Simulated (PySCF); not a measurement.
# Working out the ionisation energy of B²⁺

B²⁺ [He] 2s1 (2S) → B³⁺ 1s2 (1S). Computed with PySCF 2.14 in dyall-acv3z (15s9p4d2f, 76 functions), with no relativity, point nucleus. Frozen: nothing; the 5 highest virtual orbitals dropped. Energies in hartree (1 hartree = 27.21139 eV):

| part | B²⁺ (lower) | B³⁺ (upper) |
| --- | --- | --- |
| UHF | -23.376036 | -21.986224 |
| MP2 opposite-spin | -0.041464 | -0.039513 |
| MP2 same-spin | -0.001089 | 0.000000 |

Q: What does Hartree-Fock give?

A: (-21.986224) − (-23.376036) = 1.389812 hartree = 37.819 eV.

Q: What do MP2 and SCS-MP2 (6/5 opposite-spin, 1/3 same-spin) give?

A: The opposite-spin parts differ by 0.053 eV and the same-spin parts by 0.030 eV. MP2: 37.819 + (0.053) + (0.030) = 37.902 eV. SCS-MP2: 37.819 + 1.2 × (0.053) + (0.030)/3 = 37.893 eV.

Measured between the centres of the two terms (NIST): 37.931 eV, so MP2 (valence and next inner shell) is off by -0.029 eV.

What remains against the reference includes basis incompleteness and correlation beyond second order.
